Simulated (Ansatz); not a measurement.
One change: `C[O][Al]([OH])[OH]` becomes `C[O][Al]([OH])[Cl]`.

Ansatz, PBE0-D4/def2-TZVP geometries, multiplicity 1. Each molecule was computed in one conformer, which needn't be the lowest.

| property | `C[O][Al]([OH])[OH]` |
| --- | --- |
| size of the dipole moment (ωB97M-V/def2-TZVPP) / D | 0.32 |
| HOMO–LUMO gap (PBE0/def2-TZVPP) / eV | 7.72 |
| HOMO–LUMO gap (ωB97M-V/def2-TZVPP) / eV | 11.71 |
| HOMO–LUMO gap (B3LYP/def2-TZVPP) / eV | 7.15 |
| HOMO energy (PBE/def2-TZVPP) / eV | -6.50 |
| ideal-gas entropy at 298 K and 1 bar (rigid rotor, harmonic PBE0-D4/def2-TZVP) / J/(mol·K) | 360 |

Give the same properties after the change, and the shifts. (Estimate.)

Computed: 
```
                                                                                  property  `C[O][Al]([OH])[Cl]`  shift
                                        size of the dipole moment (ωB97M-V/def2-TZVPP) / D                  0.41   0.09
                                                      HOMO–LUMO gap (PBE0/def2-TZVPP) / eV                  7.78   0.06
                                                   HOMO–LUMO gap (ωB97M-V/def2-TZVPP) / eV                 11.82   0.11
                                                     HOMO–LUMO gap (B3LYP/def2-TZVPP) / eV                  7.23   0.08
                                                         HOMO energy (PBE/def2-TZVPP) / eV                 -6.83  -0.33
ideal-gas entropy at 298 K and 1 bar (rigid rotor, harmonic PBE0-D4/def2-TZVP) / J/(mol·K)                   364      4
```

With PBE0 the HOMO falls by 0.31 eV and the LUMO falls by 0.25 eV, so the gap widens by about 0.06 eV. PBE moves the HOMO by -0.33 eV and ωB97M-V by -0.30 eV. The zero-point energy changes by -31.8 kJ/mol with -3 modes. Dipoles are sizes alone; their direction can turn.

B3LYP here is the variant with VWN-RPA as its local correlation; programs differ in this.
